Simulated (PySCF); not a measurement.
A calculated (revPBE, PySCF 2.14, cc-pVDZ-X2C, scalar relativity by spin-free X2C-1e) atom or ion has these occupied shells.

```csv
shell,electrons,orbital energy (eV),"rms radius, mean of both spins (bohr)"
1s α,1,-57223.0,0.0231
1s β,1,-57223.0,0.0231
2s α,1,-9628.2,0.0935
2s β,1,-9628.1,0.0935
2p α,3,-8538.0,0.0843
2p β,3,-8538.0,0.0843
3s α,1,-2172.5,0.240
3s β,1,-2171.1,0.240
3p α,3,-1839.2,0.241
3p β,3,-1837.9,0.241
3d α,5,-1412.2,0.221
3d β,5,-1411.2,0.221
4s α,1,-442.86,0.540
4s β,1,-439.95,0.540
4p α,3,-332.59,0.574
4p β,3,-329.73,0.574
4d α,5,-182.55,0.628
4d β,5,-179.73,0.628
5s α,1,-65.705,1.31
5s β,1,-64.360,1.31
5p α,3,-39.378,1.54
5p β,3,-38.422,1.54
4f α,7,-19.667,0.878
4f β,4,-17.681,0.878
6s α,1,-10.804,3.76
6s β,1,-10.698,3.76
```

Task: Name the element and its charge.

Result: Er⁺ (erbium, charge +1), in [Xe] 4f11 6s2, one real determinant (an excited configuration).
